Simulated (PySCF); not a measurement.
Atomic charges by several schemes

Compound: [GeH3]- (charge -1).
Z-matrix (Å and degrees, PBE0-D3(BJ)/def2-SVP geometry), rows numbered from 1:
```
Ge
H   1  1.6197
H   1  1.6197  2   92.32
H   1  1.6197  2   92.32  3    92.43
```

Density: PBE0/pcSseg-1 (pcSseg-2 on Ge) (PySCF); schemes: Mulliken, IAO, Hirshfeld and ESP-fitted. Geometry: PBE0-D3(BJ)/def2-SVP; no solvent, vibrations or thermal averaging. The calculation is non-relativistic, for germanium too. The pcSseg-1 basis has no diffuse functions, a weakness for an anion. The HOMO energy is positive at this level (+0.02 eV), so the outermost electrons may be held by the finite basis alone.

Question: For which atoms does the sign change between the 4 schemes (beyond +0.03 e in one, beyond −0.03 e in another)?

Answer: For none.

Question: Do the Mulliken, IAO, Hirshfeld and ESP-fitted schemes agree on where the charge is highest?

Answer: All schemes pick atoms of one kind: Mulliken H2, H3 and H4 (-0.140); IAO H2, H3 and H4 (-0.151); Hirshfeld H2, H3 and H4 (-0.201); ESP-fitted H2 and H4 (-0.083).

Question: At which atom do the 4 schemes differ most?

Answer: At Ge1: from -0.749 (ESP-fitted) to -0.398 e (Hirshfeld), 0.351 e apart.

Question: Give the atomic charges in each scheme.

Answer: In e:

| atom | environment | Mulliken | IAO | Hirshfeld | ESP-fitted |
| --- | --- | --- | --- | --- | --- |
| Ge1 | germanium bonded to 3 H | -0.581 | -0.547 | -0.398 | -0.749 |
| H2 | hydrogen on Ge1 | -0.140 | -0.151 | -0.201 | -0.083 |
| H3 | hydrogen on Ge1 | -0.140 | -0.151 | -0.201 | -0.085 |
| H4 | hydrogen on Ge1 | -0.140 | -0.151 | -0.201 | -0.083 |

Mean size of the charges over all atoms: IAO 0.250 e, ESP-fitted 0.250 e, Mulliken 0.250 e, Hirshfeld 0.250 e. Each set sums to the total charge, -1, to within 0.001 e. The ESP scheme fits charges at the nuclei, held to the total charge, to the electrostatic potential on points at 1.4 to 2.0 times the van der Waals radii.

Question: How many electrons does the Hirshfeld scheme count on Ge1?

Answer: Z − q = 32 − (-0.398) = 32.398.

Question: Sum the charges by element, for elements with more than one atom.

Answer: 
```json
{"element": "H", "atoms": "3", "Mulliken": "-0.419", "IAO": "-0.453", "Hirshfeld": "-0.602", "ESP-fitted": "-0.251"}
```
